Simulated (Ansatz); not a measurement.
# Energy profile

The step: AlSiH₃OF ([F][Al][O][SiH3]) + NH₃ → AlNH₂F ([NH2][Al][F]) + SiH₄O ([OH][SiH3]) (still joined by a long Al–O bond); bonds formed: O2–H5; dative contacts that become bonds: Al1–N6; bonds broken: H5–N6; bonds weakened to dative contacts: Al1–O2 (atoms numbered as in the saddle structure below).

| atom | x (Å) | y (Å) | z (Å) |
| --- | --- | --- | --- |
| Al1 | -1.4785 | -0.3543 | 0.7895 |
| O2 | -0.0096 | -0.5155 | -0.4819 |
| Si3 | 0.5391 | 0.3290 | -1.8157 |
| F4 | -1.9022 | 1.2572 | 0.6573 |
| H5 | 0.4931 | -0.5705 | 0.4508 |
| N6 | -0.0162 | -0.5813 | 1.9492 |
| H7 | 1.0823 | 1.6428 | -1.3962 |
| H8 | -0.6209 | 0.4962 | -2.7177 |
| H9 | 1.6037 | -0.4680 | -2.4711 |
| H10 | 0.2217 | 0.1971 | 2.5520 |
| H11 | 0.0875 | -1.4327 | 2.4837 |

Electronic energies by CCSD(T) at an estimated basis limit (MP2 extrapolated from triple and quadruple zeta, plus CCSD(T) − MP2 in triple zeta), on PBE0-D4/def2-TZVP structures; AlSiNH6OF, doublet; no counterpoise correction; spin–orbit coupling, which lowers free halogen atoms and radicals such as OH and SH, is left out. Ansatz 0.2.0; basis: def2-TZVPP and def2-QZVPP; cores frozen in the correlated methods; orbitals are unrestricted. Extrapolation: Hartree–Fock as exp(−7.88 √X), correlation as X^−2.97.

Q: Give the profile in kcal/mol, counted from the separated reactants. (To be estimated.)

A: By the calculation:
| point | kcal/mol |
| --- | --- |
| separated: AlSiH3OF (linked as [F][Al][O][SiH3]; Al1, O2, Si3, F4, H7, H8, H9; doublet) + NH3 (H5, N6, H10, H11; singlet) | 0.00 |
| start structure | -27.91 |
| saddle | 1.83 |
| end structure | 0.22 |
| separated: AlNH2F (linked as [NH2][Al][F]; Al1, F4, N6, H10, H11; doublet) + SiH4O (linked as [OH][SiH3]; O2, Si3, H5, H7, H8, H9; singlet) | 17.13 |

T1 diagnostic: at most 0.015. ⟨S²⟩ of the unrestricted Hartree–Fock references: 0.75 (a pure state has 0.75).

For scale, one of the runs: CCSD(T)/def2-TZVPP, 261 basis functions, launched by `ansatz run in.yaml --threads 4 --pin off --events-out ev --progress --plain --max-ram 63488MiB --backend cuda --devices 0, --max-vram 37GiB`. The run took 12 s on 4 CPU threads of an AMD EPYC 7R13 and a share of one NVIDIA H100 (shared host), with 0.87 GiB of host memory at its peak.
